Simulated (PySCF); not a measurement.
Cost of one run: EPR job, `[H]/[C]=C\[C@]1(F)CC=C1CF` [radical].

Method: UKS B3LYP, pcH-1 on C F H, non-relativistic, mean-field spin-orbit, GIAO (PySCF 2.14.0). Geometry: GFN2-xTB. Work: unrestricted SCF, g, hyperfine, density fitting. The input is one job of a driver script: a line of settings, then coordinates in Å.

Input:
```
{"job": {"kind": "epr", "basis": "pcH-1"}, "charge": 0, "multiplicity": 2}
C     -1.909951    -1.959799    -0.666582
C     -1.382124    -0.786600    -0.605011
C     -0.440863    -0.295411     0.488049
F     -0.222720    -1.286854     1.416894
C     -0.808418     1.077423     1.126452
C      0.466980     1.573378     0.500705
C      0.819328     0.388453    -0.004895
C      1.946123    -0.133324    -0.820687
F      1.619465    -0.112863    -2.163061
H     -1.916740    -2.871704    -0.118630
H     -1.554760    -0.026665    -1.356632
H     -0.807361     1.048812     2.214241
H     -1.731801     1.528708     0.768731
H      0.911420     2.550887     0.486122
H      2.165394    -1.176614    -0.570338
H      2.838428     0.491119    -0.706770
```

Hardware: one thread, Arm Neoverse N1, no GPU (shared host).

Q: How large is the basis?

A: 295 functions.

Q: Estimate the wall time.

A: About 2.3 min. CPU seconds by part: SCF 74, spin–orbit mean field 6, g tensor 58, hyperfine 0.5.

Other jobs ran on the host; a repeat could differ by tens of per cent or more.

The run converged: ⟨S²⟩ 0.759; g_iso 2.0023.
